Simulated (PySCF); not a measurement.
Isomers of C5H8O2, one conformer each. Method used: core-valence-separated Tamm–Dancoff BHandHLYP/aug-pcX-1 (pcseg-1 on H) in PySCF, non-relativistic, gas phase, PBE0-D3(BJ)/def2-SVP geometry. BHandHLYP without relativity tends to put these K edges a few eV too low, so spacings mean more than positions.

P. `C=COC(=O)CC` (vinyl propionate)
Q. `C/C=C(\C)C(=O)O` (tiglic acid)
R. `O=C1CCCCO1` (delta-valerolactone)
S. `O=C1CCOCC1` (tetrahydropyran-4-one)

Main lines, eV (oscillator strength):
1. C K: 282.8 (0.056), 284.2 (0.068), 285.1 (0.087), 285.7 (0.009), 286.0 (0.015); O K: 529.5 (0.046), 533.5 (0.019), 534.5 (0.009)
2. C K: 285.1 (0.085), 285.6 (0.009), 285.7 (0.015), 285.7 (0.014), 286.1 (0.016); O K: 529.3 (0.045), 533.0 (0.019), 534.6 (0.017), 534.6 (0.006), 534.9 (0.009)
3. C K: 283.4 (0.080), 286.0 (0.033), 286.4 (0.051), 286.7 (0.048), 287.3 (0.023); O K: 528.5 (0.051), 534.2 (0.016), 534.7 (0.012)
4. C K: 282.3 (0.065), 282.9 (0.044), 285.0 (0.080), 286.3 (0.027), 286.4 (0.025); O K: 529.2 (0.042), 532.8 (0.013), 533.3 (0.024)
Listed: the first five lines at most of each edge with a tenth or more of its strongest line's intensity; roots within 0.03 eV on the same or equivalent atoms are summed. Only the lowest roots were sought, and the top ones are left out.

Problem. Which spectrum belongs to which isomer?

Solution. 1 = P, 2 = R, 3 = S, 4 = Q.
- P: first C line listed at 282.8 eV, hole on the terminal =CH2 carbon (1s→π*); first O line listed at 529.5 eV, hole on the ester carbonyl oxygen (1s→π*).
- Q: first C line listed at 282.3 eV, hole on the alkene CH carbon (1s→π*); first O line listed at 529.2 eV, hole on the acid carbonyl oxygen (1s→π*).
- R: first C line listed at 285.1 eV, hole on the ester carbonyl carbon (1s→π*); first O line listed at 529.3 eV, hole on the ester carbonyl oxygen (1s→π*).
- S: first C line listed at 283.4 eV, hole on the ketone carbonyl carbon (1s→π*); first O line listed at 528.5 eV, hole on the ketone oxygen (1s→π*).

Problem. What are the ground-state energies of the isomers at BHandHLYP/aug-pcX-1 (pcseg-1 on H), relative to the lowest?

Solution. P 55.1, Q 1.3, R 0.0, S 58.1 kJ/mol (electronic energies on these geometries, no dispersion or zero-point terms).
